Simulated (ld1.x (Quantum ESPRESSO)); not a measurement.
Which change was made? (Bi, TM)

```
Element                 : Bi (Z = 83)
Generator               : ld1.x (Quantum ESPRESSO) 7.5
Type                    : norm-conserving Troullier–Martins (Kleinman–Bylander form)
Functional              : PBEsol
Relativity              : scalar-relativistic
Frozen core             : [Xe] 4f14 5d10
Valence charge          : 5
Reference configuration : 6s2 6p3
Partial waves           : 6p (bound): rc 2.25 bohr; 6s (bound): rc 1.80 bohr
Local potential         : the s channel
Core correction         : Bessel-smoothed model core inside 1.35 bohr
```

Cutoffs, loose and tight: the cutoffs (Ry, on a coarse ladder) from which the occupation-weighted sum of valence levels, in a spherical-Bessel basis at the reference potential, stays within 10 and 1 mRy of its value at 400 Ry. They do not see the model core or the augmentation charge, which bear on the density cutoff. Test errors are all-electron minus pseudo excitation energies from the reference, over the configurations 6s2 6p2; 6s2 6p1; 6s2 6p0; 6s2 6p3.3; 6s1 6p0; 6s1 6p3; 6s1 6p4; variants that change the core or the reference have their own tests.

The base gives: outcome: generated; cutoff, loose: 25 Ry; cutoff, tight: 50 Ry; bound ghosts: none; largest test error (meV): -887.

Problem. After one change the result is: outcome: generated; cutoff, loose: 25 Ry; cutoff, tight: 50 Ry; bound ghosts: none; largest test error (meV): -1118. Which change was it?
A. wave 6p (bound): rc 2.25 bohr becomes 6p (bound): rc 3.36 bohr
B. wave 6p (bound): rc 2.25 bohr becomes 6p (bound): rc 1.74 bohr
C. wave 6p (bound): rc 2.25 bohr becomes 6p (bound): rc 1.46 bohr

Solution. A. The others give: wave 6p (bound): rc 2.25 bohr becomes 6p (bound): rc 1.46 bohr → outcome: generated; cutoff, loose: 200 Ry; cutoff, tight: over 300 Ry; bound ghosts: p; largest test error (meV): -1129 | wave 6p (bound): rc 2.25 bohr becomes 6p (bound): rc 1.74 bohr → outcome: generated; cutoff, loose: 45 Ry; cutoff, tight: 100 Ry; bound ghosts: p; largest test error (meV): -957.
